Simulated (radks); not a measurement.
Results of a calculation; reference values are marked as such.
Isoelectronic series with 17 electrons, all held in the configuration [Ne] 3s2 3p5, which need not be the ground one along the series. Level of theory: non-relativistic Kohn-Sham, SCAN, spin-unpolarised, spherical densities, point nucleus; meta-GGA in the generalised Kohn-Sham scheme (a radial shooting solver on a logarithmic mesh with Libxc functionals). Total energies (hartree) and screening constants sigma, defined by e = -(Z - sigma)^2 / (2 n^2) hartree:

ion    E (hartree)      3p      3s
Cl      -460.17619  14.569  13.230
Ar+     -526.98685  14.135  13.010
K2+     -598.62195  13.871  12.840
Ca3+    -675.06718  13.685  12.705
Sc4+    -756.31352  13.544  12.596
Ti5+    -842.35539  13.431  12.505
V6+     -933.19087  13.339  12.429
Cr7+   -1028.81636  13.262  12.364
Mn8+   -1129.22642  13.197  12.307
Fe9+   -1234.42550  13.140  12.257
Co10+  -1344.40708  13.091  12.213
Ni11+  -1459.17317  13.048  12.174
Cu12+  -1578.72288  13.009  12.139
Zn13+  -1703.05209  12.975  12.108
Ga14+  -1832.16352  12.943  12.079
Ge15+  -1966.05671  12.915  12.053
As16+  -2104.73138  12.889  12.029
Se17+  -2248.18703  12.866  12.007
Br18+  -2396.41946  12.844  11.987
Kr19+  -2549.43219  12.825  11.968
